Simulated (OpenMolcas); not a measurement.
## Cu: effect of the active space

```json
{
 "Program": "OpenMolcas",
 "Method": "CASSCF",
 "Basis": "ANO-RCC-VQZP",
 "Scalar Hamiltonian": "DKH2, point nucleus",
 "Spin-orbit coupling": "RASSI with atomic mean-field integrals over the reference wave functions, term energies averaged over their components"
}
```

A. 11 electrons in 6 orbitals (3d 4s); 2S+1 = 2 even, 6 roots; cost about 6 core-seconds
B. 11 electrons in 11 orbitals (3d 4s 4d); 2S+1 = 2 even, 6 roots; cost of the order of 4 core-minutes

Energies in cm⁻¹ above 3d¹⁰ 4s ²S_1/2, the measured ground level; measured values from NIST Handbook of Basic Atomic Spectroscopic Data.

| Level | A | B | Measured |
| --- | --- | --- | --- |
| 3d⁹ 4s² ²D_5/2 | -23224 | 5649 | 11203 |
| 3d⁹ 4s² ²D_3/2 | -21219 | 7720 | 13245 |
| 3d¹⁰ 4s ²S_1/2 | 0.0 | 0.0 | 0.0 |

A puts 3d⁹ 4s² ²D_5/2 lowest.

Deviations, from unrounded energies. A percentage is the sum of absolute deviations over the sum of measured energies, with the sign that they share, or ± where signs differ.

```csv
Against measurement,Levels,A,B
mean absolute deviation (cm-1),2,34000,5500
other configurations (%),2,-281.8,-45.3
```

B lies closest to measurement on these levels. The largest miss of B in the table is 3d⁹ 4s² ²D_5/2, by -5600 cm-1. The ranking rests on the paired levels alone, and a cruder setting can come out closer through cancelling errors.

Between A and B the level of the table that moves most is 3d⁹ 4s² ²D_3/2, by 29000 cm-1 (lowest in A, highest in B).

Without dynamic correlation excited terms often stand tens of per cent too high (terms of higher spin than the ground term too low), and those without a measured partner can miss by more than the paired ones. The lowest computed level is not the ground level that NIST lists (2S1/2) (holds for A). A single d shell beside an s shell can misplace configurations of different d count against each other (holds for A). Active for correlation alone: 4d; no level in the range computed is led by a configuration that fills it, so any true level of that kind is missing (holds for B). Measured partners are found by configuration, term and J. A level has none where our copy of the source lacks it or the pairing is in doubt (some pairs that miss far off the trend of their configuration count as doubtful), and it then counts in no deviation. Levels of configurations outside the active space are missing.
